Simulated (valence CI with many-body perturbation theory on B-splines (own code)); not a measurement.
**E1 line list for Bi77+**

Method: valence CI with perturbative core correlation (CI+MBPT): four valence electrons over a frozen Dirac-Fock core [He], a basis of 11 s, 11 p, 10 d, 8 f, 5 g, 2 h functions for each j, with the one-electron correlation potential Σ1 (screened to all orders), the two-electron term Σ2, the three-electron term Σ3, Breit, model QED; selected single and double excitations, second order for the rest, scaled by the run's own slope (own B-spline code, finite nucleus).

The last digits are not significant, and no measured levels were compared; by estimate large intervals hold to a few tenths of a per cent, small ones and those within an open d or f shell to about a per cent. Among the levels kept, up to 1100 cm⁻¹ of a level comes from second order outside the variational space, and about a tenth of that is noise between levels of different J, which matters for small intervals.

Lines 1 to 50 of 554 in falling wavelength, among levels below 19711 eV, chosen from the strongest by gf and those to the six lowest levels. Wavelengths and rates use the calculated energies. Electric multipoles are in the length gauge, E1 and E2 with the static RPA response of the core. Weak lines are less certain than strong ones. Lines between different terms over intervals too small for the method are left out, as are lines whose strength nearly cancels. The highest levels of a list are the least certain.

Levels are named by their leading jj configuration (3d3/2^4 stands for four electrons in 3d with j = 3/2), which in mixed levels can hold well under half, so a name can repeat and another be missing. Letters in brackets count levels of one name in rising energy.

```csv
λ vac (Å),Upper,Lower,A (s⁻¹),S (a.u.) with core polarisation,S without
261.5,(2s 2p1/2^2 4f7/2) J=3,(2s 2p1/2^2 4d5/2) J=2,1.90e+09,1.17e-01,1.17e-01
236.0,(2s 2p1/2^2 4f7/2) J=4,(2s 2p1/2^2 4d5/2) J=3,2.70e+09,1.58e-01,1.58e-01
233.5,(2s^2 2p1/2 4f7/2) J=4,(2s^2 2p1/2 4d5/2) J=3,2.78e+09,1.57e-01,1.57e-01
227.8,(2s^2 2p1/2 4f7/2) J=3,(2s^2 2p1/2 4d5/2) J=2,2.86e+09,1.17e-01,1.17e-01
141.4,(2s^2 2p1/2 4f5/2) J=2,(2s^2 2p1/2 4d3/2) J=1,7.35e+09,5.12e-02,5.12e-02
129.6,(2s 2p1/2^2 4f5/2) J=3,(2s 2p1/2^2 4d3/2) J=2,1.51e+10,1.14e-01,1.14e-01
126.5,(2s 2p1/2^2 4f5/2) J=2,(2s 2p1/2^2 4d3/2) J=1,1.47e+10,7.34e-02,7.34e-02
122.8,(2s^2 2p1/2 4f5/2) J=3,(2s^2 2p1/2 4d3/2) J=2,1.78e+10,1.14e-01,1.14e-01
115.4,(2s^2 2p1/2 4d5/2) J=2,(2s^2 2p1/2 4p3/2) J=1,2.34e+10,8.85e-02,8.85e-02
111.5,(2s 2p1/2^2 4d5/2) J=3,(2s 2p1/2^2 4p3/2) J=2,4.02e+10,1.93e-01,1.93e-01
109.1,(2s^2 2p1/2 4d5/2) J=3,(2s^2 2p1/2 4p3/2) J=2,4.25e+10,1.90e-01,1.90e-01
107.7,(2s 2p1/2^2 4d5/2) J=2,(2s 2p1/2^2 4p3/2) J=1,4.07e+10,1.25e-01,1.25e-01
93.22,(2s^2 2p1/2 4d5/2) J=2,(2s 2p1/2^2 4s) J=1,1.67e+10,3.34e-02,3.34e-02
90.15,(2s 2p3/2^2 3p1/2) J=2 [a],(2s 2p3/2^2 3s) J=3,1.47e+10,2.66e-02,2.66e-02
79.94,(2p1/2 2p3/2^2 3p1/2) J=2 [b],(2p1/2 2p3/2^2 3s) J=3,1.68e+10,2.12e-02,2.12e-02
75.90,(2s 2p1/2 2p3/2 3p1/2) J=2 [b],(2s 2p1/2 2p3/2 3s) J=3,2.15e+10,2.32e-02,2.32e-02
47.42,(2s 2p1/2 2p3/2 3d5/2) J=5,(2s 2p1/2 2p3/2 3p3/2) J=4,1.19e+11,6.87e-02,6.87e-02
47.01,(2p1/2^2 2p3/2 3d5/2) J=3,(2p1/2^2 2p3/2 3p3/2) J=2,1.11e+11,3.98e-02,3.98e-02
46.81,(2s 2p1/2^2 3d5/2) J=3,(2s 2p1/2^2 3p3/2) J=2,1.34e+11,4.73e-02,4.73e-02
46.76,(2s 2p1/2 2p3/2 3d5/2) J=2 [d],(2s 2p1/2 2p3/2 3p3/2) J=1 [d],8.31e+10,2.10e-02,2.10e-02
46.62,(2s 2p1/2 2p3/2 3d5/2) J=4 [b],(2s 2p1/2 2p3/2 3p3/2) J=3 [b],1.03e+11,4.64e-02,4.64e-02
46.61,(2p1/2^2 2p3/2 3d5/2) J=4,(2p1/2^2 2p3/2 3p3/2) J=3,1.39e+11,6.27e-02,6.27e-02
46.53,(2s^2 2p3/2 3d5/2) J=3,(2s^2 2p3/2 3p3/2) J=2,6.50e+10,2.26e-02,2.26e-02
46.51,(2s^2 2p3/2 3d5/2) J=4,(2s^2 2p3/2 3p3/2) J=3,6.05e+10,2.70e-02,2.70e-02
46.36,(2s 2p1/2 2p3/2 3d5/2) J=2 [c],(2s 2p1/2 2p3/2 3p3/2) J=1 [c],9.48e+10,2.33e-02,2.33e-02
46.33,(2s 2p1/2 2p3/2 3d5/2) J=4 [a],(2s 2p1/2 2p3/2 3p3/2) J=3 [a],1.27e+11,5.59e-02,5.59e-02
46.02,(2s^2 2p1/2 3d5/2) J=2,(2s^2 2p1/2 3p3/2) J=1,9.84e+10,2.37e-02,2.37e-02
46.00,(2s 2p1/2 2p3/2 3d5/2) J=3 [c],(2s 2p1/2 2p3/2 3p3/2) J=2 [c],1.06e+11,3.58e-02,3.58e-02
45.96,(2s 2p1/2 2p3/2 3d5/2) J=3 [d],(2s 2p1/2 2p3/2 3p3/2) J=2 [d],1.11e+11,3.73e-02,3.73e-02
45.42,(2s 2p1/2 2p3/2 3d5/2) J=4 [c],(2s 2p1/2 2p3/2 3p3/2) J=3 [c],1.37e+11,5.69e-02,5.69e-02
45.35,(2s 2p1/2 2p3/2 3d5/2) J=3 [a],(2s 2p1/2 2p3/2 3p3/2) J=2 [a],8.08e+10,2.60e-02,2.60e-02
44.98,(2s^2 2p1/2 3d5/2) J=3,(2s^2 2p1/2 3p3/2) J=2,1.38e+11,4.34e-02,4.34e-02
44.59,(2s 2p1/2 2p3/2 3d5/2) J=3 [b],(2s 2p1/2 2p3/2 3p3/2) J=2 [b],7.84e+10,2.40e-02,2.40e-02
44.45,(2s 2p1/2^2 3d5/2) J=2,(2s 2p1/2^2 3p3/2) J=1,1.36e+11,2.94e-02,2.94e-02
44.24,(2p1/2^2 2p3/2 3d5/2) J=2,(2p1/2^2 2p3/2 3p3/2) J=1,9.97e+10,2.13e-02,2.13e-02
43.72,(2s 2p1/2 2p3/2^2) J=2 [a],(2s^2 2p3/2^2) J=2,3.51e+09,7.25e-04,7.26e-04
43.53,(2s 2p1/2 2p3/2 3p3/2) J=3 [b],(2s^2 2p3/2 3p3/2) J=2,4.92e+10,1.40e-02,1.40e-02
43.41,(2s 2p1/2 2p3/2 3d5/2) J=2 [a],(2s 2p1/2 2p3/2 3p3/2) J=1 [a],9.33e+10,1.88e-02,1.88e-02
43.08,(2s^2 2p3/2 3d5/2) J=2,(2s^2 2p3/2 3p3/2) J=1,7.85e+10,1.55e-02,1.55e-02
42.93,(2s 2p1/2 2p3/2 3d5/2) J=2 [b],(2s 2p1/2 2p3/2 3p3/2) J=2 [b],5.92e+10,1.16e-02,1.16e-02
42.30,(2s 2p1/2 2p3/2 3p3/2) J=4,(2s^2 2p3/2 3p3/2) J=3,1.03e+11,3.45e-02,3.45e-02
38.15,(2s 2p1/2^2 4d3/2) J=2,(2s^2 2p1/2 4d3/2) J=1,3.48e+11,4.77e-02,4.77e-02
37.57,(2s 2p1/2 2p3/2^2) J=3,(2s^2 2p3/2^2) J=2,2.00e+10,3.67e-03,3.68e-03
37.41,(2s 2p1/2^2 4p3/2) J=2,(2s^2 2p1/2 4p3/2) J=1,4.05e+11,5.23e-02,5.23e-02
37.33,(2s^2 2p1/2 4d3/2) J=1,(2s^2 2p1/2 4p1/2) J=0,4.82e+11,3.71e-02,3.71e-02
37.04,(2s 2p1/2^2 4d3/2) J=1,(2s 2p1/2^2 4p1/2) J=0,5.88e+11,4.42e-02,4.42e-02
36.91,(2s^2 2p1/2 4d3/2) J=2,(2s^2 2p1/2 4p1/2) J=1,8.81e+11,1.09e-01,1.09e-01
36.71,(2s 2p1/2^2 4d3/2) J=1,(2s 2p1/2^2 4p1/2) J=1,2.55e+11,1.87e-02,1.87e-02
36.49,(2s 2p1/2^2 4p3/2) J=1,(2s 2p1/2^2 4s) J=0,7.29e+11,5.24e-02,5.24e-02
36.48,(2s 2p1/2^2 4d3/2) J=2,(2s 2p1/2^2 4p1/2) J=1,5.38e+11,6.45e-02,6.45e-02
```
